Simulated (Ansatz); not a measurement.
`[OH][Ge]([OH])([OH])[F]`, charge 0, multiplicity 1.

**Question.** Give a relaxed structure at PBE0-D4/def2-TZVP (the Gaussian-basis code of Ansatz). (An estimate is asked.)

**Answer.** The calculation gave: 
Cartesian coordinates in Å:
```
O -0.7384 -1.0416 -1.1673
Ge -0.0511 0.1897 -0.1423
O -1.2798 0.5006 1.0545
O 1.5167 -0.2193 0.5269
F 0.2943 1.6100 -1.0470
H -0.1957 -1.2279 -1.9378
H -1.0393 1.2094 1.6568
H 1.4932 -1.0209 1.0562
```
Point group Cs.
